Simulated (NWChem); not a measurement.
System: C2H6OSi; SMILES CC(=O)[SiH3]

Input file for NWChem:

```
start job
memory heap 200 mb stack 900 mb global 1100 mb
geometry units angstroms noautosym nocenter noautoz
  C     -1.068579     1.450562     0.000000
  C      0.139094     0.552839     0.000000
  O      1.269155     0.985089     0.000000
  Si    -0.043709    -1.384354     0.000000
  H     -1.694413     1.239954     0.883215
  H     -1.694413     1.239954    -0.883215
  H     -0.757116     2.504703     0.000000
  H      0.642923    -1.899958    -1.219651
  H      0.642923    -1.899958     1.219651
  H     -1.470172    -1.835815     0.000000
end
basis spherical
  * library def2-svp
end
dft
  xc b3lyp
  iterations 150
  mulliken
end
task dft energy
esp
  recalculate
  probe 0.07
  range 0.3
  factor 1.0
  spacing 0.02
end
task esp
```

NWChem printed, in part:

```
             Northwest Computational Chemistry Package (NWChem) 7.3.0
             --------------------------------------------------------

                             Geometry "geometry" -> ""
                             -------------------------

 Output coordinates in angstroms (scale by  1.889725989 to convert to a.u.)

  No.       Tag          Charge          X              Y              Z
 ---- ---------------- ---------- -------------- -------------- --------------
    1 C                    6.0000    -1.06857900     1.45056200     0.00000000
    2 C                    6.0000     0.13909400     0.55283900     0.00000000
    3 O                    8.0000     1.26915500     0.98508900     0.00000000
    4 Si                  14.0000    -0.04370900    -1.38435400     0.00000000
    5 H                    1.0000    -1.69441300     1.23995400     0.88321500
    6 H                    1.0000    -1.69441300     1.23995400    -0.88321500
    7 H                    1.0000    -0.75711600     2.50470300     0.00000000
    8 H                    1.0000     0.64292300    -1.89995800    -1.21965100
    9 H                    1.0000     0.64292300    -1.89995800     1.21965100
   10 H                    1.0000    -1.47017200    -1.83581500     0.00000000

 Effective nuclear repulsion energy (a.u.)     155.0061786484

                                 NWChem DFT Module
                                 -----------------

 Summary of "ao basis" -> "ao basis" (spherical)
 ------------------------------------------------------------------------------
       Tag                 Description            Shells   Functions and Types
 ---------------- ------------------------------  ------  ---------------------
 C                          def2-svp                 6       14   3s2p1d
 O                          def2-svp                 6       14   3s2p1d
 Si                         def2-svp                 8       18   4s3p1d
 H                          def2-svp                 3        5   2s1p

            General Information
            -------------------
          SCF calculation type: DFT
          Wavefunction type:  closed shell.
          No. of atoms     :    10
          No. of electrons :    40
           Alpha electrons :    20
            Beta electrons :    20
          Charge           :     0
          Spin multiplicity:     1
          Use of symmetry is: off; symmetry adaption is: off
          Maximum number of iterations: 150
          AO basis - number of functions:    90
                     number of shells:    44
          Convergence on energy requested:  1.00D-06
          Convergence on density requested:  1.00D-05
          Convergence on gradient requested:  5.00D-04

              XC Information
              --------------
                         B3LYP Method XC Potential
                     Hartree-Fock (Exact) Exchange  0.200
                        Slater Exchange Functional  0.800 local
                    Becke 1988 Exchange Functional  0.720 non-local
              Lee-Yang-Parr Correlation Functional  0.810
                  VWN I RPA Correlation Functional  0.190 local

             Grid Information
             ----------------
          Grid used for XC integration:  medium
          Radial quadrature: Mura-Knowles
          Angular quadrature: Lebedev.
          Tag              B.-S. Rad. Rad. Pts. Rad. Cut. Ang. Pts.
          ---              ---------- --------- --------- ---------
          C                   0.70       49          11.0       434
          O                   0.60       49          11.0       434
          Si                  1.10       88          11.0       590
          H                   0.35       45          12.0       434
          Grid pruning is: on
          Number of quadrature shells:   505
          Spatial weights used:  Erf1

      Superposition of Atomic Density Guess
      -------------------------------------

 Sum of atomic energies:        -441.67499331

      Non-variational initial energy
      ------------------------------

[...]

                     NWChem Electrostatic Potential Fit Module
                     -----------------------------------------

 Atom parameters

 Number of atoms is                                   10
 Number of basis functions is                         90

 Grid parameters

 Maximum number of grid points is                  42970
 Number of grid points is                          42969
 Grid range                                     0.300000 nm
 Grid spacing                                   0.020000 nm
 Probe radius                                   0.070000 nm
 Atom radius factor                             1.000000

 Atomic radii

    1    0.100000
    6    0.147000
    8    0.136000
   14    0.187000
 FASTESP  F
  using M.O. file = ./job.movecs

    Atom              Coordinates                           Charge

                                                  ESP

    1 C    -0.106858    0.145056    0.000000   -0.165823
    2 C     0.013909    0.055284    0.000000    0.465033
    3 O     0.126916    0.098509    0.000000   -0.458187
    4 Si   -0.004371   -0.138435    0.000000    0.247140
    5 H    -0.169441    0.123995    0.088322    0.042028
    6 H    -0.169441    0.123995   -0.088322    0.041881
    7 H    -0.075712    0.250470    0.000000    0.062274
    8 H     0.064292   -0.189996   -0.121965   -0.068489
    9 H     0.064292   -0.189996    0.121965   -0.069180
   10 H    -0.147017   -0.183582    0.000000   -0.096678
                                            ------------
                                               -0.000000

 Dipole moment                                  0.930377

 Quadrupole moment Qxx                         -3.532194
                   Qyy                          0.144459
                   Qzz                          3.387734

 RMS deviation kJ/mol                           0.053314

 RRMS %                                        27.035397
```

Level: B3LYP/def2-SVP. The geometry was optimised at PBE0/def2-SVP.
